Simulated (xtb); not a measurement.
xtb input (GFN2-xTB):

```bash
xtb mol.xyz --gfn 2 --sp --chrg 0 --uhf 0
```
mol.xyz:
```
12

C      2.16792702     0.13777960    -0.77548091
O      0.79119494     0.47145293    -0.90063043
Si    -0.37710062    -0.01200645     0.12350313
O     -0.72483125    -1.61154460     0.08441754
O      0.16249300     0.30617905     1.63410122
O     -1.74112323     0.77852792    -0.31191188
H      2.71740113     0.69339862    -1.53474700
H      2.54798787     0.40756265     0.21209324
H      2.32502103    -0.93184723    -0.93735017
H     -1.31471159    -1.91279430    -0.61113591
H     -0.26046765    -0.15697428     2.36101028
H     -1.64525197     1.68514503    -0.61384059
```

End of the output:

```
         :::::::::::::::::::::::::::::::::::::::::::::::::::::
         ::                     SUMMARY                     ::
         :::::::::::::::::::::::::::::::::::::::::::::::::::::
         :: total energy             -23.376511277900 Eh    ::
         :: gradient norm              0.022117269437 Eh/a0 ::
         :: HOMO-LUMO gap              9.480602214154 eV    ::
         ::.................................................::
         :: SCC energy               -23.533228494861 Eh    ::
         :: -> isotropic ES            0.114760697202 Eh    ::
         :: -> anisotropic ES         -0.004878524527 Eh    ::
         :: -> anisotropic XC          0.000233377784 Eh    ::
         :: -> dispersion             -0.006828641692 Eh    ::
         :: repulsion energy           0.156717216961 Eh    ::
         :: add. restraining           0.000000000000 Eh    ::
         :: total charge               0.000000000000 e     ::
         :::::::::::::::::::::::::::::::::::::::::::::::::::::

           -------------------------------------------------
          |                Property Printout                |
           -------------------------------------------------

    * Orbital Energies and Occupations

         #    Occupation            Energy/Eh            Energy/eV
      -------------------------------------------------------------
         1        2.0000           -0.8093626             -22.0239
       ...           ...                  ...                  ...
         7        2.0000           -0.5667763             -15.4228
         8        2.0000           -0.5624815             -15.3059
         9        2.0000           -0.5412232             -14.7274
        10        2.0000           -0.5241149             -14.2619
        11        2.0000           -0.5181753             -14.1003
        12        2.0000           -0.5041588             -13.7189
        13        2.0000           -0.4903855             -13.3441
        14        2.0000           -0.4784091             -13.0182
        15        2.0000           -0.4668282             -12.7030
        16        2.0000           -0.4617385             -12.5645
        17        2.0000           -0.4527263             -12.3193
        18        2.0000           -0.4315078             -11.7419
        19        2.0000           -0.4219613             -11.4822 (HOMO)
        20                         -0.0735556              -2.0016 (LUMO)
        21                         -0.0578640              -1.5746
        22                         -0.0524517              -1.4273
        23                          0.0270116               0.7350
        24                          0.0823558               2.2410
        25                          0.1159033               3.1539
        26                          0.1539728               4.1898
        27                          0.1745046               4.7485
        28                          0.1768053               4.8111
        29                          0.2127132               5.7882
        30                          0.2225194               6.0551
       ...                                ...                  ...
        35                          0.8108889              22.0654
      -------------------------------------------------------------
                  HL-Gap            0.3484057 Eh            9.4806 eV
             Fermi-level           -0.2477585 Eh           -6.7419 eV

     #   Z          covCN         q      C6AA      α(0)
     1   6 C        3.693     0.033    20.200     6.431
     2   8 O        1.618    -0.368    20.256     6.075
     3  14 Si       3.165     0.699   139.371    25.069
     4   8 O        1.575    -0.482    22.569     6.410
     5   8 O        1.575    -0.477    22.454     6.394
     6   8 O        1.575    -0.490    22.737     6.434
     7   1 H        0.925     0.053     2.281     2.362
     8   1 H        0.924     0.047     2.356     2.400
     9   1 H        0.924     0.040     2.444     2.445
    10   1 H        0.811     0.315     0.677     1.292
    11   1 H        0.811     0.316     0.673     1.288
    12   1 H        0.811     0.315     0.678     1.292

 Mol. C6AA /au·bohr⁶  :       1717.024182
 Mol. C8AA /au·bohr⁸  :      52145.618790
 Mol. α(0) /au        :         67.892091

Wiberg/Mayer (AO) data.
largest (>0.10) Wiberg bond orders for each atom

 ---------------------------------------------------------------------------
     #   Z sym  total        # sym  WBO       # sym  WBO       # sym  WBO
 ---------------------------------------------------------------------------
     1   6 C    3.940 --     2 O    0.987     8 H    0.987     9 H    0.986
                             7 H    0.983
     2   8 O    2.239 --     3 Si   1.086     1 C    0.987
     3  14 Si   4.435 --     5 O    1.122     4 O    1.112     6 O    1.098
                             2 O    1.086
     4   8 O    2.145 --     3 Si   1.112    10 H    0.887
     5   8 O    2.152 --     3 Si   1.122    11 H    0.885
     6   8 O    2.134 --     3 Si   1.098    12 H    0.888
     7   1 H    0.997 --     1 C    0.983
     8   1 H    0.998 --     1 C    0.987
     9   1 H    0.998 --     1 C    0.986
    10   1 H    0.901 --     4 O    0.887
    11   1 H    0.900 --     5 O    0.885
    12   1 H    0.901 --     6 O    0.888
 ---------------------------------------------------------------------------

Topologies differ in total number of bonds
Writing topology from bond orders to xtbtopo.mol

molecular dipole:
                 x           y           z       tot (Debye)
 q only:       -0.025      -0.058      -0.043
   full:       -0.009      -0.050      -0.114       0.317
molecular quadrupole (traceless):
                xx          xy          yy          xz          yz          zz
 q only:        0.343      -0.285      -0.504      -0.519       0.031       0.161
  q+dip:       -1.588      -0.064       0.383      -0.510       0.141       1.205
   full:       -0.547      -0.279      -0.078      -0.627       0.048       0.625

           -------------------------------------------------
          | TOTAL ENERGY              -23.376511277900 Eh   |
          | GRADIENT NORM               0.022117269437 Eh/α |
          | HOMO-LUMO GAP               9.480602214154 eV   |
           -------------------------------------------------
Note: The following floating-point exceptions are signalling: IEEE_UNDERFLOW_FLAG IEEE_DENORMAL
normal termination of xtb

------------------------------------------------------------------------
------------------------------------------------------------------------
 total:
 SCF:
```
